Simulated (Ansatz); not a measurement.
Program: Ansatz. Geometries: PBE0-D4/def2-TZVP. ΔE: electronic, gas phase. CBS: MP2 limit from def2 TZ/QZ plus the TZ coupled-cluster correction, frozen cores. This one scheme is used for every species. def2 core potentials past Kr. For I outer-core shells are correlated without core-valence functions, which leaves a few kJ/mol of doubt a bond. Each species was taken in one conformer, which may not be the lowest.

Reaction (substitution at a C–Cl bond): `N=C([SiH3])CCl` + HI → `N=C([SiH3])CI` + HCl

`N=C([SiH3])CCl`:

Cartesian coordinates in Å:
```
N 1.152 0.388 1.219
C 0.313 0.047 0.338
Si -0.470 1.478 -0.644
C -0.111 -1.358 0.002
Cl 0.691 -2.603 0.978
H 1.532 -0.434 1.703
H -1.149 2.396 0.302
H -1.467 0.936 -1.609
H 0.595 2.189 -1.390
H -1.188 -1.468 0.149
H 0.103 -1.572 -1.047
```

HI:

```xyz
2

I    -0.389   -0.685   -0.168
H     0.389    0.685    0.168
```

`N=C([SiH3])CI`:

Cartesian coordinates in Å:
```
N 0.937 0.774 1.314
C 0.256 0.319 0.343
Si 0.890 -1.303 -0.430
C -0.974 0.980 -0.190
I -2.668 -0.312 0.101
H 0.526 1.630 1.701
H 0.334 -1.448 -1.802
H 0.463 -2.456 0.398
H 2.369 -1.235 -0.487
H -1.204 1.915 0.322
H -0.929 1.134 -1.268
```

HCl:

Z-matrix (Å, degrees):
```
Cl
H 1 1.279
```

```json
{"species": "`N=C([SiH3])CCl`", "CCSD/def2-TZVPP energy (Eh)": "-883.05886"}
{"species": "HI", "CCSD/def2-TZVPP energy (Eh)": "-297.72800"}
{"species": "`N=C([SiH3])CI`", "CCSD/def2-TZVPP energy (Eh)": "-720.47020"}
{"species": "HCl", "CCSD/def2-TZVPP energy (Eh)": "-460.32332"}
```

Problem. Work out ΔE.

Solution. ΔE = (-720.47020) + (-460.32332) − (-883.05886) − (-297.72800) = -0.00666 Eh = -4.2 kcal/mol. CCSD(T)/CBS gives -5.5 kcal/mol.

Largest T1 diagnostic among the species: 0.012.

In def2-TZVPP, CCSD(T) changes the Hartree–Fock value by −3.1 kcal/mol (the triples alone add −0.5 kcal/mol) and MP2 by −4.5 kcal/mol. The D4 term adds −1.6 kcal/mol with B3LYP and −0.9 kcal/mol with PBE0; it sums over pairs of atoms, weighted by their polarisabilities, and B3LYP, whose exchange is more repulsive, gets the larger term.

B3LYP here is the variant with VWN-RPA as its local correlation; programs differ in this.
